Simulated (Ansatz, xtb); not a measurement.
## Ranking isomers of C5H4FNS

6 gas-phase structures of C5H4FNS, from a drawn sample of its isomers (lower ones may exist). Each was relaxed with GFN2-xTB:

A. `Fc1cnccc1S`, a singlet
B. `Fc1cc(S)ccn1`, a singlet
C. `Fc1cncc(S)c1`, a singlet
D. `Fc1ccncc1S`, a singlet
E. `Fc1ccc(S)cn1`, a singlet
F. `Fc1ncccc1S`, a singlet

Q: Which do you expect lowest at r2SCAN-D4/def2-SVP, and how would the others follow?

A: Calculated order at r2SCAN-D4/def2-SVP: B (0.0), F (2.1), E (11.0), D (27.8), A (29.4), C (37.8) kJ/mol. Less than 1 kcal/mol parts B and F; D and A, so the order within those pairs means little.

Energies above the lowest of each column, in kJ/mol; the last columns are at B3LYP-D3(BJ)/def2-SVP geometries:

```tsv
structure	GFN2-xTB	HF/STO-3G	r2SCAN-D4/def2-SVP	B3LYP-D3(BJ)/def2-SVP	CCSD(T)/def2-SVP + ΔMP2/def2-TZVPP
B	0.0	0.0	0.0	0.0	0.0
F	5.1	3.9	2.1	2.8	4.6
E	5.4	7.6	11.0	9.7	9.7
D	15.0	16.1	27.8	25.5	25.7
A	15.8	16.1	29.4	26.7	27.4
C	15.7	20.8	37.8	34.2	34.3
```

Every level run on B puts it lowest or level with the lowest. Flexible structures stand in one conformer each, not always the lowest. ΔMP2 is the change of the MP2 energy from the smaller to the larger basis.

Over these structures GFN2-xTB departs from r2SCAN-D4/def2-SVP by 7.6 kJ/mol on average once a common shift is removed. A GFN2-xTB relaxation took about 0.088 s and the r2SCAN-D4/def2-SVP energy about 3.3 s on a shared host (Ansatz 0.2.0, xtb 6.7.1).
